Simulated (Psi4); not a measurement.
F₃In, charge +1, doublet, at a GFN2-xTB geometry (such geometries of metal compounds can be far from the true shape) (a state made from the parent by changing its charge; the spin is typed, not shown lowest) (core potentials on In); Psi4 1.11 with PBE/def2-SVP.

Input for Psi4:
```
memory 2 GB

molecule {
1 2
In   -0.01118697    0.00554822   -0.00431998
F    -1.76658768   -1.12801102    0.05151551
F     0.06454339    1.97214584   -0.70878044
F     1.76295114   -0.87434178    0.68078484
no_reorient
}

set {
  basis def2-svp
  reference uks
}

energy('pbe')
print_variables()
```

Predict the main parts of the log of this Psi4 run.


```
   => Loading Basis Set <=

    Name: DEF2-SVP
    Role: ORBITAL
    Keyword: BASIS

    !!!  WARNING: ECP capability is in beta. Please check occupations closely.  !!!

         ---------------------------------------------------------
                                   SCF
               by Justin Turney, Rob Parrish, Andy Simmonett
                          and Daniel G. A. Smith
                              UKS Reference
         ---------------------------------------------------------

  ==> Geometry <==

    Molecular point group: c1
    Full point group: C1

    Geometry (in Angstrom), charge = 1, multiplicity = 2:

       Center              X                  Y                   Z               Mass
    ------------   -----------------  -----------------  -----------------  -----------------
         IN          -0.010440640544     0.005178072639    -0.004031777624   114.903878776000
         F           -1.765841350544    -1.128381167361     0.051803712376    18.998403162730
         F            0.065289719456     1.971775692639    -0.708492237624    18.998403162730
         F            1.763697469456    -0.874711927361     0.681073042376    18.998403162730

  Running in c1 symmetry.

  Rotational constants: A =      0.13956  B =      0.13105  C =      0.06759 [cm^-1]
  Rotational constants: A =   4184.05127  B =   3928.66728  C =   2026.16980 [MHz]
  Nuclear repulsion =  178.919837071911616

  Charge       = 1
  Multiplicity = 2
  Electrons    = 47
  Nalpha       = 24
  Nbeta        = 23

  ==> Algorithm <==

  SCF Algorithm Type is DF.
  DIIS enabled.
  MOM disabled.
  Fractional occupation disabled.
  Guess Type is SAD.
  Energy threshold   = 1.00e-06
  Density threshold  = 1.00e-06
  Integral threshold = 1.00e-12

  ==> Primary Basis <==

  Basis Set: DEF2-SVP
    Blend: DEF2-SVP
    Number of shells: 28
    Number of basis functions: 68
    Number of Cartesian functions: 73
    Spherical Harmonics?: true
    Max angular momentum: 2

  Core potential: DEF2-SVP
    Number of shells: 4
    Number of ECP primitives: 18
    Number of ECP core electrons: 28
    Max angular momentum: 3

  ==> DFT Potential <==

   => LibXC <=

    Version 7.1.2
    S. Lehtola, C. Steigemann, M. J. T. Oliveira, and M. A. L. Marques,  SoftwareX 7, 1–5 (2018) (10.1016/j.softx.2017.11.002)

   => Composite Functional: PBE <=

    PBE GGA Exchange-Correlation Functional

    J.P. Perdew et. al., Phys. Rev. Lett., 77(18), 3865-3868, 1996

    Deriv               =              1
    GGA                 =           TRUE
    Meta                =          FALSE

    Exchange Hybrid     =          FALSE
    MP2 Hybrid          =          FALSE

   => Exchange Functionals <=

    1.0000     XC_GGA_X_PBE

   => Correlation Functionals <=

    1.0000     XC_GGA_C_PBE

   => LibXC Density Thresholds  <==

    XC_GGA_C_PBE:  1.00E-12
    XC_GGA_X_PBE:  1.00E-15

   => Molecular Quadrature <=

    Radial Scheme          =       TREUTLER
    Pruning Scheme         =           NONE
    Nuclear Scheme         =       TREUTLER

    Blocking Scheme        =         OCTREE
    BS radius alpha        =              1
    Pruning alpha          =              1
    Radial Points          =             75
    Spherical Points       =            302
    Total Points           =          87397
    Total Blocks           =            735
    Max Points             =            255
    Max Functions          =             66
    Weights Tolerance      =       1.00E-15

   => Loading Basis Set <=

    Name: (DEF2-SVP AUX)
    Role: JKFIT
    Keyword: DF_BASIS_SCF

  ==> Integral Setup <==

  SCF_SUBTYPE=INCORE selected. In-core MEM_DF algorithm will be used.
  Using in-core AOs.

  ==> MemDFJK: Density-Fitted J/K Matrices <==

    J tasked:                   Yes
    K tasked:                    No
    wK tasked:                   No
    Algorithm:                 Core
    Schwarz Cutoff:           1E-12
    Mask sparsity (%):       6.5744
[...]
   @DF-UKS iter  20:  -488.74002417544602    2.73710e-04   4.75670e-04 DIIS/ADIIS
   @DF-UKS iter  21:  -488.74018535775713   -1.61182e-04   4.00498e-04 DIIS/ADIIS
   @DF-UKS iter  22:  -488.73925456895040    9.30789e-04   7.29379e-04 DIIS/ADIIS
   @DF-UKS iter  23:  -488.73978931943640   -5.34750e-04   5.61465e-04 DIIS/ADIIS
   @DF-UKS iter  24:  -488.74022251326016   -4.33194e-04   3.79653e-04 DIIS/ADIIS
   @DF-UKS iter  25:  -488.74050469909071   -2.82186e-04   1.79250e-04 DIIS/ADIIS
   @DF-UKS iter  26:  -488.74040368052590    1.01019e-04   2.69674e-04 DIIS/ADIIS
   @DF-UKS iter  27:  -488.74055838108984   -1.54701e-04   1.03948e-04 DIIS/ADIIS
   @DF-UKS iter  28:  -488.74058133648845   -2.29554e-05   4.06213e-05 DIIS
   @DF-UKS iter  29:  -488.74058174405980   -4.07571e-07   3.85349e-05 DIIS
   @DF-UKS iter  30:  -488.74058536989401   -3.62583e-06   5.43009e-06 DIIS
   @DF-UKS iter  31:  -488.74058421355613    1.15634e-06   2.22321e-05 DIIS
   @DF-UKS iter  32:  -488.74058538573496   -1.17218e-06   5.40065e-06 DIIS
   @DF-UKS iter  33:  -488.74058540694239   -2.12074e-08   4.55193e-06 DIIS
   @DF-UKS iter  34:  -488.74058545276432   -4.58219e-08   1.57675e-06 DIIS
   @DF-UKS iter  35:  -488.74058545898720   -6.22288e-09   9.89219e-08 DIIS
  Energy and wave function converged.

  ==> Post-Iterations <==

   Electrons on quadrature grid:
      Nalpha   =   24.0000872630 ; deviation = 8.726e-05
      Nbeta    =   23.0000679942 ; deviation = 6.799e-05
      Ntotal   =   47.0001552572 ; deviation = 1.553e-04

   @Spin Contamination Metric:   2.721451954E-03
   @S^2 Expected:                7.500000000E-01
   @S^2 Observed:                7.527214520E-01
   @S   Expected:                5.000000000E-01
   @S   Observed:                5.000000000E-01

    Orbital Energies [Eh]
    ---------------------

    Alpha Occupied:

[...]
    Alpha Virtual:

[...]
    Beta Occupied:

[...]
    Beta Virtual:

[...]
    Final Occupation by Irrep:
              A
    DOCC [    23 ]
    SOCC [     1 ]
    NA   [    24 ]
    NB   [    23 ]

  @DF-UKS Final Energy:  -488.74058545898720

   => Energetics <=

    Nuclear Repulsion Energy =            178.9198370719116156
    One-Electron Energy =               -1096.8890632914426533
    Two-Electron Energy =                 476.6084488665121626
    DFT Exchange-Correlation Energy =     -47.3798081059683085
    Empirical Dispersion Energy =           0.0000000000000000
    VV10 Nonlocal Energy =                  0.0000000000000000
    Total Energy =                       -488.7405854589871979

  UHF NO Occupations:
  HONO-2 :   22  A 1.9995834
  HONO-1 :   23  A 1.9995661
  HONO-0 :   24  A 1.0000000
  LUNO+0 :   25  A 0.0004339
  LUNO+1 :   26  A 0.0004166
  LUNO+2 :   27  A 0.0002984
  LUNO+3 :   28  A 0.0000697

Computation Completed

Properties will be evaluated at   0.000000,   0.000000,   0.000000 [a0]

Properties computed using the SCF density matrix

 Multipole Moments:

 ------------------------------------------------------------------------------------
     Multipole            Electronic (a.u.)      Nuclear  (a.u.)        Total (a.u.)
 ------------------------------------------------------------------------------------

 L = 1.  Multiply by 2.5417464519 to convert [e a0] to [Debye]
 Dipole X            :         -0.6943659            0.6596261           -0.0347398
 Dipole Y            :          0.3442828           -0.3271439            0.0171389
 Dipole Z            :         -0.2681046            0.2547225           -0.0133821
 Magnitude           :                                                    0.0409839

 ------------------------------------------------------------------------------------

  Variable Map:
  ----------------------------------------------------------------------------
[...]
  Array Variable Map:
  ----------------------------------------------------------------------------
[...]
[...]
```
